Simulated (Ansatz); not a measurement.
Computed with Ansatz on PBE0-D4/def2-TZVP structures; ΔE is electronic, products minus reactants. CBS: MP2 limit from def2 TZ/QZ plus the TZ coupled-cluster correction, frozen cores. DFT in def2-TZVPP. B3LYP here is the variant with VWN-RPA as its local correlation; programs differ in this. Each species was taken in one conformer, which may not be the lowest.

Consider the redistribution: `C[SiH2]BO[SiH3]` + `[AlH2][BH]Cl` → `[AlH2][BH]O[SiH3]` + `C[SiH2]BCl`.

`C[SiH2]BO[SiH3]`:

Z-matrix (Å, degrees):
```
C
Si 1 1.880
H 1 1.093 2 110.6
H 1 1.093 2 111.0 3 -119.8
H 1 1.092 2 111.1 3 120.1
B 2 2.032 1 112.1 3 55.9
H 2 1.497 1 108.8 3 -62.5
H 2 1.492 1 110.0 3 -179.2
O 6 1.351 2 120.5 1 143.8
H 6 1.212 2 121.4 1 -37.6
Si 9 1.660 6 132.0 2 178.3
H 11 1.482 9 107.9 6 120.9
H 11 1.482 9 107.9 6 -120.2
H 11 1.485 9 110.0 6 0.4
```

`[AlH2][BH]Cl`:

Z-matrix (Å, degrees):
```
Al
B 1 2.129
H 1 1.591 2 120.5
H 1 1.591 2 120.6 3 -178.0
Cl 2 1.756 1 117.3 3 88.7
H 2 1.197 1 129.0 3 -91.3
```

`[AlH2][BH]O[SiH3]`:

Cartesian coordinates in Å:
```
Al -2.228 0.221 1.351
B -0.581 0.481 -0.008
O 0.460 -0.391 0.015
Si 1.854 -0.466 -0.884
H -3.504 -0.653 0.962
H -2.247 0.922 2.785
H -0.519 1.383 -0.820
H 1.886 0.650 -1.864
H 3.003 -0.374 0.047
H 1.877 -1.773 -1.583
```

`C[SiH2]BCl`:

Z-matrix (Å, degrees):
```
C
Si 1 1.872
H 1 1.092 2 110.6
H 1 1.092 2 111.1 3 120.3
H 1 1.092 2 110.6 3 -119.4
B 2 2.017 1 113.6 3 59.7
H 2 1.494 1 110.7 3 -61.3
H 2 1.494 1 110.7 3 -179.2
Cl 6 1.744 2 120.7 1 -0.0
H 6 1.195 2 123.8 1 180.0
```

(1) Is it downhill or uphill in electronic energy at CCSD(T)/CBS, and by how much? (Best estimate.)

(2) What do these levels give: B3LYP-D4, ωB97X-V, B2PLYP, r2SCAN, B3LYP, HF/def2-TZVPP, SCS-MP2/def2-TZVPP, CCSD(T)/def2-TZVPP, HF/def2-QZVPP, MP2/def2-QZVPP, MP2/CBS(def2), CCSD/CBS(def2)? (An estimate is asked.)

Largest T1 diagnostic among the species: 0.013.

Results:

(1) The calculation gave: Uphill: ΔE = +3.0 kJ/mol.

(2) The calculation gave: B3LYP-D4 2.3, ωB97X-V 2.2, B2PLYP 3.2, r2SCAN 2.8, B3LYP 3.7, HF/def2-TZVPP 4.8, SCS-MP2/def2-TZVPP 2.7, CCSD(T)/def2-TZVPP 2.7, HF/def2-QZVPP 5.1, MP2/def2-QZVPP 2.5, MP2/CBS(def2) 2.5, CCSD/CBS(def2) 3.3 kJ/mol.
